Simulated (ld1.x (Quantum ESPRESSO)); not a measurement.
**Configuration tests for Cr (Z = 24) (TM)**

ld1.x (Quantum ESPRESSO) 7.5 input, shortened:

```
&input
   title='Cr', zed=24., rel=2, dft='PZ', iswitch=3,
   config='[Ar] 3d5 4s1 4p0', rel_dist='average'
 /
 &inputp
   pseudotype=2, tm=.true., lloc=-1, rcloc=3.35,
   nlcc=.true., rcore=2.00
 /
3
4S  1  0   1.00   0.00  1.95  1.95  0.0
4P  2  1   0.00   0.00  4.20  4.20  0.0
3D  3  2   5.00   0.00  2.10  2.10  0.0
 &test
   configts(1)='3d5 4s1 4p0'
 /
```

Open shells are filled in proportion to 2j + 1 (rel_dist='average').

Energies are relative to the spin-unpolarised reference configuration 3d5 4s1 4p0; without spin polarisation the order of configurations can differ from experiment. The frozen-core shift is the all-electron ΔE with the core orbitals held at their reference shape minus the fully relaxed ΔE.

| valence configuration | charge | ΔE all-electron (eV) | error AE − PS (meV) | frozen-core shift (meV) |
| --- | --- | --- | --- | --- |
| 3d5 4s0 4p0 | +1 | 7.141 | -2.1 | +5.4 |
| 3d4 4s0 4p0 | +2 | 23.484 | -169 | +100 |
| 3d3 4s0 4p0 | +3 | 54.509 | -679 | +903 |
| 3d6 4s0 4p0 | 0 | 1.724 | -51 | +24 |
| 3d2 4s0 4p0 | +4 | 103.137 | -1034 | +3285 |

Problem. What are ΔE and the potential's error for 3d4 4s2 4p0?

Solution. ΔE = -0.058 eV all-electron; the error (AE − PS) is -73 meV.

Problem. What are ΔE and the potential's error for 3d5.5 4s0.5 4p0?

Solution. ΔE = 0.717 eV all-electron; the error (AE − PS) is -15 meV.

Levels in the configuration 3d4 4s0 4p0:

```csv
level,all-electron (eV),pseudo (eV)
3d j=3/2,-23.199,-23.566
3d j=5/2,-23.103,-23.469
```
